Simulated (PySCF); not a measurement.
[CrNI4]2- (charge -2 and doublet state).
Bonds: Cr1–N2, Cr1–I3, Cr1–I4, Cr1–I5, Cr1–I6.
The ion is multiply charged and has no counter-ions or solvent; whether it holds all its electrons wasn't checked.

Computed by this run: PBE0-D3(BJ)/def2-SVP geometry optimisation, gas phase, def2 core potentials past Kr (PySCF); unrestricted, density fitting, grid level 1; the optimiser is geomeTRIC in internal coordinates, started from a GFN2-xTB structure.

Step 2: E = -62309.7779 eV
```
atom  x, y, z in Å  |  force x, y, z in eV/Å
Cr1    -0.0112   -0.0113    0.1059   -0.135  -0.108  -7.994
N2      0.0478    0.0432    1.4895    0.109   0.084   8.213
I3      2.6858   -0.0030   -0.3808    0.173  -0.003  -0.115
I4     -0.0186    2.6892   -0.3666   -0.003   0.171  -0.115
I5     -2.6983   -0.0202   -0.4233   -0.147   0.007   0.007
I6     -0.0054   -2.6978   -0.4248    0.004  -0.151   0.004
```

Step 3: E = -62310.1798 eV
```
atom  x, y, z in Å  |  force x, y, z in eV/Å
Cr1    -0.0068   -0.0071    0.1216    0.110   0.109   0.563
N2      0.0248    0.0196    1.6274   -0.101  -0.099  -0.576
I3      2.6863    0.0029   -0.4283    0.067  -0.003  -0.021
I4     -0.0133    2.6897   -0.4140   -0.002   0.066  -0.021
I5     -2.6918   -0.0134   -0.4526   -0.074   0.003   0.029
I6      0.0007   -2.6917   -0.4539    0.000  -0.077   0.027
```

**Question.** Estimate the geometry and energy of step 4. (The exact step hangs on the optimiser's Hessian estimate; all steps are aligned on step 3, rigid shifts and turns removed.)

**Answer.** E = -62310.1891 eV, largest force 0.203 eV/Å
```
atom  x, y, z in Å  |  force x, y, z in eV/Å
Cr1    -0.0019   -0.0022    0.1230    0.033   0.032   0.138
N2      0.0049   -0.0001    1.6206   -0.023  -0.022  -0.200
I3      2.7030    0.0064   -0.4339   -0.012   0.002   0.011
I4     -0.0101    2.7062   -0.4198    0.003  -0.012   0.010
I5     -2.7007   -0.0093   -0.4440   -0.005   0.005   0.021
I6      0.0048   -2.7010   -0.4459    0.003  -0.005   0.020
```

The energy changes by -0.0093 eV. The first-order estimate −F·Δx gives -0.0140 eV and the mean of the old and new forces, exact on a quadratic surface, -0.0084 eV. The step makes an angle of 67° with the force vector and moves no atom by more than 0.029 Å.

The cost below is that of the whole optimisation. Hardware: an x86-64 server with one thread, no GPU, on a shared host. Cost: 9.9 min.

Caution for open-shell metal species: one SCF solution and one stationary point were followed, and a lower state or a bent or distorted shape isn't ruled out.
